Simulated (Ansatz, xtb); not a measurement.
## ClFH2OSi2: which of two isomers lies lower

Structure X: `F[Si]O[SiH2]Cl`, a singlet. Structure Y: `F[Si@H](Cl)O[SiH]`, a singlet. Both are isolated molecules in the gas phase, relaxed with BLYP-D3(BJ)/def2-SVP; the shapes shown needn't be the lowest conformers.

X (Å):

```
atom    x (Å)    y (Å)    z (Å)
  Cl   3.2418   0.9253  -0.7291
   F  -2.0583   0.3420  -0.2046
   O   0.2178   1.0423  -1.1719
  Si  -1.4255   1.1558  -1.5105
  Si   1.3317   0.4375  -0.0614
   H   1.1179   1.0810   1.2670
   H   1.2206  -1.0483   0.0051
```

Y (Å):

```yaml
atoms:
  - { symbol: Cl, position_ang: [-3.3472, -3.0132, -0.6042] }
  - { symbol: F, position_ang: [-1.4970, -0.6464, -0.7091] }
  - { symbol: O, position_ang: [-1.8168, -1.7353, 1.6954] }
  - { symbol: Si, position_ang: [-1.6401, -2.0659, 0.0722] }
  - { symbol: Si, position_ang: [-1.1034, -2.0933, 3.1979] }
  - { symbol: H, position_ang: [-0.4360, -2.8894, -0.1962] }
  - { symbol: H, position_ang: [0.0321, -3.0319, 2.6564] }
```

Quicker runs give these differences E(Y) − E(X): GFN2-xTB +0.468 eV; HF/STO-3G +0.875 eV (at GFN2-xTB geometries); r2SCAN-D4/def2-SVP +0.574 eV (at GFN2-xTB geometries).

Problem. Estimate E(Y) − E(X) at the level CCSD(T)/def2-SVP + ΔMP2/def2-TZVPP.

Solution. Calculated at CCSD(T)/def2-SVP + ΔMP2/def2-TZVPP: E(Y) − E(X) = +0.532 eV, so structure X lies lower.

The same difference at several levels:

```tsv
level	geometry	E(Y) − E(X) (eV)	departure from the last row (eV)	job, with rough time for the two
GFN2-xTB	GFN2-xTB	+0.468	−0.064	optimisation, 0.21 s
HF/STO-3G	GFN2-xTB	+0.875	+0.342	single point, 0.36 s
r2SCAN-D4/def2-SVP	GFN2-xTB	+0.574	+0.041	single point, 2.9 s
BLYP-D3(BJ)/def2-SVP	BLYP-D3(BJ)/def2-SVP	+0.596	+0.064	optimisation, 38 s
HF/def2-SVP	BLYP-D3(BJ)/def2-SVP	+0.510	−0.022	part of the CCSD(T) run
MP2/def2-SVP	BLYP-D3(BJ)/def2-SVP	+0.559	+0.026	part of the CCSD(T) run
CCSD(T)/def2-SVP	BLYP-D3(BJ)/def2-SVP	+0.528	−0.004	single point
CCSD(T)/def2-SVP + ΔMP2/def2-TZVPP	BLYP-D3(BJ)/def2-SVP	+0.532		single point, 19 s
```

As drawn, both hold the same kinds of bond in the same numbers.

None of the levels shown reverses the order. The largest departure from CCSD(T)/def2-SVP + ΔMP2/def2-TZVPP is that of HF/STO-3G, 0.342 eV. The last row adds to CCSD(T) the change of the MP2 difference between the two basis sets, here +0.004 eV.

With harmonic frequencies from BLYP-D3(BJ)/def2-SVP (ideal gas, rigid rotor, one conformer each, 298.15 K, 1 atm): on the last row, ΔE + ΔZPE = +0.504 eV. A mode under 50 cm⁻¹ makes harmonic enthalpies and free energies unreliable, so none is given.

The correlated steps freeze 17 core orbitals. Run with Ansatz 0.2.0, xtb 6.7.1; the last row on 1 thread of Intel(R) Xeon(R) 6975P-C (Granite Rapids) on a shared host.
